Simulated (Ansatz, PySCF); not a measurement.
Process, species as SMILES: ClC(Cl)(Br)Br + 4 [H][H] (H2) -> 2 Br (HBr) + C (CH4) + 2 Cl (HCl)
Geometries: B3LYP-D3(BJ)/def2-TZVP minima from Ansatz (a first-principles code). Frequencies are from Ansatz or PySCF.
Geometry of the first species:
```xyz
5

Cl    -1.6471    -0.8115    -0.8749
C     -0.3582    -0.1429     0.1386
Cl    -0.8472    -0.1836     1.8400
Br    -0.0029     1.7122    -0.3951
Br     1.2759    -1.2044    -0.0974
```

Wanted: energy of full hydrogenation (0 K, with B3LYP-D3(BJ) harmonic zero-point energies), in kcal/mol. Cores are frozen in the correlated levels unless marked. No spin-orbit coupling. The frozen core is the preceding noble-gas configuration, with the filled d and f shells of earlier blocks. Non-relativistic. Basis-set limits of correlation are two-point, X^-3; Hartree-Fock from the larger set.

CCSD(T)/CBS(def2-TZVPPD,def2-QZVPPD) (Ansatz) gives -82.1 kcal/mol.

Question: Another calculation gave -79.5 kcal/mol. Which level was it?
(A) revPBE/def2-TZVPD (Ansatz)
(B) PBE-QIDH/def2-TZVPD (Ansatz)
(C) B97M-V/def2-TZVPD (Ansatz)
(D) BHLYP/def2-TZVPD (Ansatz)

Answer: A, revPBE/def2-TZVPD (Ansatz). The others give -83.1 (PBE-QIDH), -96.5 (BHLYP), -86.2 (B97M-V) kcal/mol.
